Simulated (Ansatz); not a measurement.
Cost and result for the atomization energy of C3H10Si2, SMILES `C[Si]1(C)C[SiH2]1` (15 atoms, 15 bonds).

Z-matrix (Å, degrees):
```
Si
C 1 1.863
C 1 1.826 2 117.4
C 1 1.859 2 114.6 3 -145.8
Si 1 2.528 2 122.2 3 58.7
H 1 1.631 2 99.5 3 99.6
H 2 1.092 1 110.4 3 -41.4
H 2 1.093 1 110.2 3 77.9
H 2 1.092 1 111.5 3 -161.9
H 3 1.088 1 116.5 2 -2.1
H 3 1.088 1 115.5 2 -136.1
H 4 1.091 1 110.3 2 179.6
H 4 1.094 1 110.1 2 59.7
H 4 1.092 1 111.2 2 -60.0
H 5 1.529 1 82.7 2 157.4
```

Total charge 0; spin multiplicity 1. The geometry is a stationary point of PBE0-D4/def2-TZVP. Program: Ansatz. All runs use 4 threads of an Intel Xeon 6975P-C on a shared host. Times are those of one run each, without the atoms' runs, and a repeat can differ threefold. Electronic energies, without spin–orbit coupling; frozen cores. CCSD(T)/CBS adds CCSD(T) − MP2 in def2-TZVPP to the MP2 limit, and its time is that of the two runs behind it. T1 = 0.013.

CCSD(T)/CBS is a level of theory with its own doubt, some kJ/mol a heavy atom from the limit and from the frozen cores, so smaller differences don't rank the functionals.

```json
{"level": "BLYP-D4/def2-TZVPP", "functions": "317", "wall time": "1.7 s", "atomization (kcal/mol)": "1277.5", "difference from CCSD(T)/CBS": "-10.4", "per bond": "-0.7"}
{"level": "revPBE-D4/def2-TZVPP", "functions": "317", "wall time": "1.8 s", "atomization (kcal/mol)": "1279.1", "difference from CCSD(T)/CBS": "-8.8", "per bond": "-0.6"}
{"level": "PBE-D4/def2-TZVPP (with forces)", "functions": "317", "wall time": "2.3 s", "atomization (kcal/mol)": "1301.9", "difference from CCSD(T)/CBS": "14.0", "per bond": "0.9"}
{"level": "PBE0-D4/def2-TZVPP", "functions": "317", "wall time": "2.6 s", "atomization (kcal/mol)": "1291.8", "difference from CCSD(T)/CBS": "3.9", "per bond": "0.3"}
{"level": "CCSD(T)/def2-SVP", "functions": "128", "wall time": "3.3 s", "atomization (kcal/mol)": "1218.4", "difference from CCSD(T)/CBS": "-69.5", "per bond": "-4.6"}
{"level": "B2PLYP/def2-TZVPP", "functions": "317", "wall time": "5 s", "atomization (kcal/mol)": "1271.7", "difference from CCSD(T)/CBS": "-16.2", "per bond": "-1.1"}
{"level": "PBE-QIDH/def2-TZVPP", "functions": "317", "wall time": "5.5 s", "atomization (kcal/mol)": "1283.3", "difference from CCSD(T)/CBS": "-4.6", "per bond": "-0.3"}
{"level": "ωB97X-V/def2-TZVPP", "functions": "317", "wall time": "6 s", "atomization (kcal/mol)": "1292.2", "difference from CCSD(T)/CBS": "4.3", "per bond": "0.3"}
{"level": "B97M-V/def2-TZVPP", "functions": "317", "wall time": "7 s", "atomization (kcal/mol)": "1297.8", "difference from CCSD(T)/CBS": "9.9", "per bond": "0.7"}
{"level": "ωB97M-V/def2-TZVPP (with forces)", "functions": "317", "wall time": "8.5 s", "atomization (kcal/mol)": "1293.9", "difference from CCSD(T)/CBS": "6.0", "per bond": "0.4"}
{"level": "MP2/def2-QZVPP", "functions": "611", "wall time": "24 s", "atomization (kcal/mol)": "1280.7", "difference from CCSD(T)/CBS": "-7.2", "per bond": "-0.5"}
{"level": "CCSD(T)/def2-TZVPP", "functions": "317", "wall time": "4 min", "atomization (kcal/mol)": "1258.6", "difference from CCSD(T)/CBS": "-29.3", "per bond": "-2.0"}
{"level": "CCSD(T)/CBS(def2)", "functions": "–", "wall time": "4.4 min", "atomization (kcal/mol)": "1287.9", "difference from CCSD(T)/CBS": "0.0", "per bond": "0.0"}
```

From r2SCAN to r2SCAN0 (25 % exact exchange), in def2-TZVPP and without D4, the atomization energy moves by −10.2 kcal/mol: exact exchange takes away binding that semilocal exchange gives to molecules. The D4 term adds +14.0 kcal/mol with B3LYP and +7.4 kcal/mol with PBE0; it sums over pairs of atoms, weighted by their polarisabilities, and B3LYP, whose exchange is more repulsive, gets the larger term. In def2-TZVPP, CCSD(T) changes the Hartree–Fock value by +289.1 kcal/mol (the triples alone add +15.4 kcal/mol) and MP2 by +293.9 kcal/mol; breaking electron pairs costs correlation energy, which Hartree–Fock lacks.

B3LYP here is the variant with VWN-RPA as its local correlation; programs differ in this.
